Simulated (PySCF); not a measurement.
## 29Si chemical shifts

[PySCF: GIAO PBE0/pcSseg-1 shieldings; geometry: GFN2-xTB; isolated molecule; rapidly exchanging positions averaged; relativity neglected; single conformer]

Shieldings were converted by a linear fit to measured shifts: 29Si: δ = 279.94 − 0.822σ (rms 8.9 ppm, 72 shifts, 25.8 ppm with the 6 outliers that the fit left out vs TMS, solution or neat liquid). Occasional misses reach two or three times the rms, and more in compound classes unlike the fitted ones.

Problem. Give the 29Si shifts of `C=C(C[SiH3])O[SiH3]`, `C[C@@H](Cl)C[SiH2][SiH2][SiH2]F`, `[SiH3]O[SiH2]C1CC1`, `[SiH3]O[SiH2]C1CC1`, `CC#CC[C@](C)([SiH3])Cl`.

Solution. 
```csv
compound,environment,δ (ppm)
[CH2:1]=[C:2]([CH2:3][SiH3:4])[O:5][SiH3:6],"Si6: silicon bonded to O, 3 H",-44.1
[CH2:1]=[C:2]([CH2:3][SiH3:4])[O:5][SiH3:6],"Si4: silicon bonded to C, 3 H",-63.8
[CH3:1][C@@H:2]([Cl:3])[CH2:4][SiH2:5][SiH2:6][SiH2:7][F:8],"Si7: silicon bonded to F, Si, 2 H",10.6
[CH3:1][C@@H:2]([Cl:3])[CH2:4][SiH2:5][SiH2:6][SiH2:7][F:8],"Si5: silicon bonded to C, Si, 2 H",-66.5
[CH3:1][C@@H:2]([Cl:3])[CH2:4][SiH2:5][SiH2:6][SiH2:7][F:8],"Si6: silicon bonded to 2 Si, 2 H",-107.9
[SiH3:1][O:2][SiH2:3][CH:4]1[CH2:5][CH2:6]1,"Si3: silicon bonded to C, O, 2 H",-28.8
[SiH3:1][O:2][SiH2:3][CH:4]1[CH2:5][CH2:6]1,"Si1: silicon bonded to O, 3 H",-42.3
[SiH3:1][O:2][SiH2:3][CH:4]1[CH2:5][CH2:6]1,"Si3: silicon bonded to C, O, 2 H",-28.8
[SiH3:1][O:2][SiH2:3][CH:4]1[CH2:5][CH2:6]1,"Si1: silicon bonded to O, 3 H",-42.3
CC#CC[C@](C)([SiH3])Cl,"silicon bonded to C, 3 H",-50.2
```

Problem. Match the shifts 14.2, -29.9, -56.9, -80.9 ppm to `CC(=O)[SiH]1CNC1`, `NC(=O)C/C=C\[SiH3]`, `C=CCN[SiH2]C=O`, `C=C(C)[Si]1(Cl)CCC1`.

Solution. 14.2: C=C(C)[Si]1(Cl)CCC1 (silicon bonded to 3 C, Cl, in a 4-membered ring); -29.9: CC(=O)[SiH]1CNC1 (silicon bonded to 3 C, H, in a 4-membered ring); -56.9: C=CCN[SiH2]C=O (silicon bonded to C, N, 2 H); -80.9: NC(=O)C/C=C\[SiH3] (silicon bonded to C, 3 H).
